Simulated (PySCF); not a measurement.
C$_{7}$H$_{5}$N, charge -1, doublet, at a GFN2-xTB geometry (a state made from the parent by changing its charge; the spin is typed, not shown lowest) (in this run its highest filled SCF level lies above zero, so its values depend strongly on the basis, on diffuse functions most of all); TPSS/3-21G (PySCF).

Input for PySCF:
```python
from pyscf import gto, scf, dft

mol = gto.M(
    atom='''
N     3.144770    0.559628    0.021020
C     1.988361    0.353839    0.013291
C     0.639637    0.113827    0.004275
C    -0.316437    1.183381    0.092675
C    -1.655097    0.929425    0.082524
C    -2.153095   -0.383154   -0.014392
C    -1.231655   -1.443138   -0.101819
C     0.112449   -1.219682   -0.094038
H     0.055633    2.200508    0.167871
H    -2.360355    1.755367    0.150559
H    -3.219392   -0.572907   -0.021519
H    -1.607749   -2.461512   -0.177083
H     0.813498   -2.045841   -0.162061
''',
    basis='3-21g',
    charge=-1,
    spin=1,
    verbose=4,
    symmetry=True,
    symmetry_subgroup='C2',
)

mf = dft.UKS(mol)
mf.xc = 'tpss'
mf.kernel()
mf.analyze()
```

The log (banner, timings and long lists left out):

```
PySCF version 2.14.0

[INPUT] verbose = 4
[INPUT] num. atoms = 13
[INPUT] num. electrons = 55
[INPUT] charge = -1
[INPUT] spin (= nelec alpha-beta = 2S) = 1
[INPUT] symmetry True subgroup C2
[INPUT] Mole.unit = angstrom
[INPUT] Symbol           X                Y                Z      unit          X                Y                Z       unit  Magmom
[...]
nuclear repulsion = 299.658761005958
point group symmetry = C2v, use subgroup C2
symmetry origin: [ 1.04984785e-07 -3.49949282e-08  1.04984785e-07]
symmetry axis x: [ 0.00690238 -0.07623796  0.99706576]
symmetry axis y: [ 0.1751864  -0.98157687 -0.0762664 ]
symmetry axis z: [0.98451109 0.17519878 0.00658064]
num. orbitals of irrep A = 44
num. orbitals of irrep B = 38
number of shells = 50
number of NR pGTOs = 135
number of NR cGTOs = 82
basis = 3-21g
ecp = {}

******** <class 'pyscf.dft.uks_symm.SymAdaptedUKS'> ********
method = SymAdaptedUKS
initial guess = minao
damping factor = 0
level_shift factor = 0
DIIS = <class 'pyscf.scf.diis.CDIIS'>
diis_start_cycle = 1
diis_space = 8
diis_damp = 0
SCF conv_tol = 1e-09
SCF conv_tol_grad = None
SCF max_cycles = 50
direct_scf = True
direct_scf_tol = 1e-13
number electrons alpha = 28  beta = 27
XC library pyscf.dft.libxc version 7.1.2
    S. Lehtola, C. Steigemann, M. J. T. Oliveira, and M. A. L. Marques,  SoftwareX 7, 1–5 (2018)
XC functionals = tpss
    J. Tao, J. P. Perdew, V. N. Staroverov, and G. E. Scuseria,  Phys. Rev. Lett. 91, 146401 (2003)
    J. P. Perdew, J. Tao, V. N. Staroverov, and G. E. Scuseria,  J. Chem. Phys. 120, 6898 (2004)
    J. Tao, J. P. Perdew, V. N. Staroverov, and G. E. Scuseria,  Phys. Rev. Lett. 91, 146401 (2003)
    J. P. Perdew, J. Tao, V. N. Staroverov, and G. E. Scuseria,  J. Chem. Phys. 120, 6898 (2004)
radial grids:
    Treutler-Ahlrichs [JCP 102, 346 (1995); DOI:10.1063/1.469408] (M4) radial grids

becke partition: Becke, JCP 88, 2547 (1988); DOI:10.1063/1.454033
pruning grids: <function nwchem_prune>
grids dens level: 3
symmetrized grids: True
atomic radii adjust function: <function treutler_atomic_radii_adjust>
small_rho_cutoff = 0
Freeze 0 electrons in irreps []
    55 free electrons in irreps A B
Set gradient conv threshold to 3.16228e-05
tot grids = 161768
init E= -323.686026698654

cycle= 1 E= -322.652651427576  delta_E= 1.03  |g|=  0.4  |ddm|= 3.28
cycle= 2 E= -322.543994885392  delta_E= 0.109  |g|= 0.635  |ddm|= 1.51
cycle= 3 E= -322.700139798932  delta_E= -0.156  |g|= 0.287  |ddm|= 1.03
cycle= 4 E= -322.73960046647  delta_E= -0.0395  |g|= 0.0428  |ddm|= 0.334
cycle= 5 E= -322.740503868381  delta_E= -0.000903  |g|= 0.0158  |ddm|= 0.0896
cycle= 6 E= -322.740665737259  delta_E= -0.000162  |g|= 0.00345  |ddm|= 0.0305
cycle= 7 E= -322.74066875789  delta_E= -3.02e-06  |g|= 0.00372  |ddm|= 0.0111
cycle= 8 E= -322.740677920252  delta_E= -9.16e-06  |g|= 0.00108  |ddm|= 0.0064
cycle= 9 E= -322.740678712326  delta_E= -7.92e-07  |g|= 0.000685  |ddm|= 0.00241
cycle= 10 E= -322.740679089936  delta_E= -3.78e-07  |g|= 7.89e-05  |ddm|= 0.00134
cycle= 11 E= -322.740679098208  delta_E= -8.27e-09  |g|= 6.17e-05  |ddm|= 0.000275
cycle= 12 E= -322.740679100518  delta_E= -2.31e-09  |g|= 2.54e-05  |ddm|= 0.000105
cycle= 13 E= -322.740679101052  delta_E= -5.34e-10  |g|= 6.46e-06  |ddm|= 5.83e-05
Extra cycle  E= -322.740679100937  delta_E= 1.15e-10  |g|= 1.61e-05  |ddm|= 3.37e-05
converged SCF energy = -322.740679100937  <S^2> = 0.75619831  2S+1 = 2.0061887
**** SCF Summaries ****
Total Energy =                        -322.740679100936859
Nuclear Repulsion Energy =             299.658761005957786
One-electron Energy =                -1038.336022662702362
Two-electron Energy =                  415.936582555807718
Two-electron Coulomb Energy =          462.883974434337176
DFT Exchange-Correlation Energy =      -46.947391878529444
Wave-function symmetry = B
alpha occupancy for each irrep:      A    B
                                    16   12
beta  occupancy for each irrep:      A    B
                                    16   11
**** MO energy ****
alpha MO #1 (A #1), energy= -13.8137374363062 occ= 1
alpha MO #2 (A #2), energy= -9.75933291264158 occ= 1
alpha MO #3 (B #1), energy= -9.75931094819211 occ= 1
alpha MO #4 (A #3), energy= -9.7575517319252 occ= 1
alpha MO #5 (A #4), energy= -9.75617319239619 occ= 1
alpha MO #6 (B #2), energy= -9.75616816151886 occ= 1
alpha MO #7 (A #5), energy= -9.75508100240157 occ= 1
alpha MO #8 (A #6), energy= -9.74305105205597 occ= 1
alpha MO #9 (A #7), energy= -0.646207616447881 occ= 1
alpha MO #10 (A #8), energy= -0.610382920324731 occ= 1
alpha MO #11 (A #9), energy= -0.519187097829402 occ= 1
alpha MO #12 (B #3), energy= -0.516108133231473 occ= 1
alpha MO #13 (A #10), energy= -0.409466158582123 occ= 1
alpha MO #14 (B #4), energy= -0.375291028115473 occ= 1
alpha MO #15 (A #11), energy= -0.323167042979689 occ= 1
alpha MO #16 (A #12), energy= -0.268399885282687 occ= 1
alpha MO #17 (B #5), energy= -0.231860231902896 occ= 1
alpha MO #18 (A #13), energy= -0.215699065980313 occ= 1
alpha MO #19 (B #6), energy= -0.209101655890301 occ= 1
alpha MO #20 (B #7), energy= -0.166601056752319 occ= 1
alpha MO #21 (A #14), energy= -0.149646000507845 occ= 1
alpha MO #22 (B #8), energy= -0.13041231139036 occ= 1
alpha MO #23 (B #9), energy= -0.114599594761876 occ= 1
alpha MO #24 (A #15), energy= -0.0991489083298225 occ= 1
alpha MO #25 (B #10), energy= -0.0853443026174543 occ= 1
alpha MO #26 (A #16), energy= -0.0532860413999146 occ= 1
alpha MO #27 (B #11), energy= -0.0315871504475096 occ= 1
alpha MO #28 (B #12), energy= 0.118454000449451 occ= 1
alpha MO #29 (A #17), energy= 0.164703491368288 occ= 0
alpha MO #30 (B #13), energy= 0.213064544406083 occ= 0
alpha MO #31 (A #18), energy= 0.249210436132565 occ= 0
alpha MO #32 (B #14), energy= 0.253347466115697 occ= 0
alpha MO #33 (B #15), energy= 0.298831499818392 occ= 0
alpha MO #34 (A #19), energy= 0.319293668418817 occ= 0
alpha MO #35 (A #20), energy= 0.34182484266805 occ= 0
[...]
alpha MO #76 (B #37), energy= 1.69122618681223 occ= 0
alpha MO #77 (A #40), energy= 1.70049032952628 occ= 0
alpha MO #78 (A #41), energy= 1.95520851959097 occ= 0
alpha MO #79 (A #42), energy= 2.02923016800798 occ= 0
alpha MO #80 (B #38), energy= 2.0861774715382 occ= 0
alpha MO #81 (A #43), energy= 2.63982257432597 occ= 0
alpha MO #82 (A #44), energy= 3.16920765210139 occ= 0
beta  MO #1 (A #1), energy= -13.8093884787356 occ= 1
beta  MO #2 (B #1), energy= -9.75973577630829 occ= 1
beta  MO #3 (A #2), energy= -9.75970767195498 occ= 1
beta  MO #4 (A #3), energy= -9.75601199782023 occ= 1
beta  MO #5 (A #4), energy= -9.75470046226933 occ= 1
beta  MO #6 (B #2), energy= -9.75432961491859 occ= 1
beta  MO #7 (A #5), energy= -9.75261950094919 occ= 1
beta  MO #8 (A #6), energy= -9.73788186086806 occ= 1
beta  MO #9 (A #7), energy= -0.639927905966905 occ= 1
beta  MO #10 (A #8), energy= -0.605078232401391 occ= 1
beta  MO #11 (B #3), energy= -0.512657520877795 occ= 1
beta  MO #12 (A #9), energy= -0.510887630113279 occ= 1
beta  MO #13 (A #10), energy= -0.4007747940485 occ= 1
beta  MO #14 (B #4), energy= -0.373764449295326 occ= 1
beta  MO #15 (A #11), energy= -0.321441387990807 occ= 1
beta  MO #16 (A #12), energy= -0.264795629669045 occ= 1
beta  MO #17 (B #5), energy= -0.22977446359207 occ= 1
beta  MO #18 (A #13), energy= -0.213368539425191 occ= 1
beta  MO #19 (B #6), energy= -0.208330925568511 occ= 1
beta  MO #20 (B #7), energy= -0.152066052645921 occ= 1
beta  MO #21 (A #14), energy= -0.147861992105651 occ= 1
beta  MO #22 (B #8), energy= -0.128753920414253 occ= 1
beta  MO #23 (B #9), energy= -0.100325950962922 occ= 1
beta  MO #24 (A #15), energy= -0.0930358569242045 occ= 1
beta  MO #25 (B #10), energy= -0.0825651150987579 occ= 1
beta  MO #26 (A #16), energy= -0.044957306664791 occ= 1
beta  MO #27 (B #11), energy= -0.00901801511342137 occ= 1
beta  MO #28 (B #12), energy= 0.147295594283674 occ= 0
beta  MO #29 (A #17), energy= 0.170919616140027 occ= 0
beta  MO #30 (B #13), energy= 0.21716775364308 occ= 0
beta  MO #31 (A #18), energy= 0.251200237916187 occ= 0
beta  MO #32 (B #14), energy= 0.27060316782164 occ= 0
beta  MO #33 (B #15), energy= 0.299647370620749 occ= 0
beta  MO #34 (A #19), energy= 0.322572322248552 occ= 0
beta  MO #35 (A #20), energy= 0.346483771762083 occ= 0
beta  MO #36 (B #16), energy= 0.36182817431488 occ= 0
beta  MO #37 (B #17), energy= 0.365676047394098 occ= 0
beta  MO #38 (A #21), energy= 0.408740946875869 occ= 0
beta  MO #39 (B #18), energy= 0.477649824547393 occ= 0
beta  MO #40 (A #22), energy= 0.489515542153405 occ= 0
beta  MO #41 (A #23), energy= 0.501037070385803 occ= 0
beta  MO #42 (B #19), energy= 0.545090702899719 occ= 0
beta  MO #43 (A #24), energy= 0.675367483834949 occ= 0
beta  MO #44 (B #20), energy= 0.683680490369487 occ= 0
beta  MO #45 (A #25), energy= 0.727075998316263 occ= 0
beta  MO #46 (B #21), energy= 0.83933783190807 occ= 0
beta  MO #47 (B #22), energy= 0.849256697429805 occ= 0
beta  MO #48 (A #26), energy= 0.875759797819714 occ= 0
beta  MO #49 (A #27), energy= 0.890738419990589 occ= 0
beta  MO #50 (B #23), energy= 0.90029195673366 occ= 0
beta  MO #51 (B #24), energy= 0.911127620084344 occ= 0
beta  MO #52 (A #28), energy= 0.936662229370304 occ= 0
beta  MO #53 (B #25), energy= 0.949774180544322 occ= 0
beta  MO #54 (A #29), energy= 0.970766772795248 occ= 0
beta  MO #55 (A #30), energy= 0.985109684995262 occ= 0
beta  MO #56 (B #26), energy= 0.987712611042705 occ= 0
beta  MO #57 (A #31), energy= 1.03974741949284 occ= 0
beta  MO #58 (B #27), energy= 1.0413109761826 occ= 0
beta  MO #59 (B #28), energy= 1.11579036451965 occ= 0
beta  MO #60 (A #32), energy= 1.1218205966581 occ= 0
beta  MO #61 (B #29), energy= 1.12611212631434 occ= 0
beta  MO #62 (A #33), energy= 1.13268639699252 occ= 0
beta  MO #63 (B #30), energy= 1.16510989777665 occ= 0
beta  MO #64 (A #34), energy= 1.22031384243909 occ= 0
beta  MO #65 (B #31), energy= 1.26355759067815 occ= 0
beta  MO #66 (B #32), energy= 1.30992108324287 occ= 0
beta  MO #67 (A #35), energy= 1.3598301358694 occ= 0
beta  MO #68 (B #33), energy= 1.37881358296265 occ= 0
beta  MO #69 (A #36), energy= 1.42876477722294 occ= 0
beta  MO #70 (B #34), energy= 1.44231541809569 occ= 0
beta  MO #71 (A #37), energy= 1.4917648219036 occ= 0
beta  MO #72 (B #35), energy= 1.52632728981774 occ= 0
beta  MO #73 (A #38), energy= 1.62502430779115 occ= 0
beta  MO #74 (B #36), energy= 1.6691828571805 occ= 0
beta  MO #75 (A #39), energy= 1.68920738357031 occ= 0
beta  MO #76 (B #37), energy= 1.69665596412279 occ= 0
beta  MO #77 (A #40), energy= 1.70978559211791 occ= 0
beta  MO #78 (A #41), energy= 1.9621141097525 occ= 0
beta  MO #79 (A #42), energy= 2.04209550249367 occ= 0
beta  MO #80 (B #38), energy= 2.08946917269452 occ= 0
beta  MO #81 (A #43), energy= 2.64912562791603 occ= 0
beta  MO #82 (A #44), energy= 3.18036430421513 occ= 0
 ** Mulliken pop alpha/beta on meta-lowdin orthogonal AOs **
 ** Mulliken pop       alpha | beta **
In total            28.00000 | 27.00000
 ** Mulliken atomic charges   ( Nelec_alpha | Nelec_beta ) **
charge of  0N =     -0.35253  (     3.78858      3.56395 )
charge of  1C =     -0.01014  (     3.01032      2.99982 )
charge of  2C =     -0.14301  (     3.18751      2.95550 )
charge of  3C =     -0.15087  (     3.13815      3.01273 )
charge of  4C =     -0.13852  (     3.05806      3.08047 )
charge of  5C =     -0.24176  (     3.29541      2.94635 )
charge of  6C =     -0.13852  (     3.05806      3.08047 )
charge of  7C =     -0.15087  (     3.13815      3.01273 )
charge of  8H =      0.07159  (     0.46166      0.46675 )
charge of  9H =      0.06276  (     0.46862      0.46862 )
charge of  10H =      0.05755  (     0.46521      0.47725 )
charge of  11H =      0.06276  (     0.46862      0.46862 )
charge of  12H =      0.07159  (     0.46166      0.46675 )

WARN: System has nonzero charge -1; the dipole moment is origin-dependent.
Location of origin: [0. 0. 0.]

Dipole moment(X, Y, Z, Debye): -3.99255, -0.71049, -0.02669
```
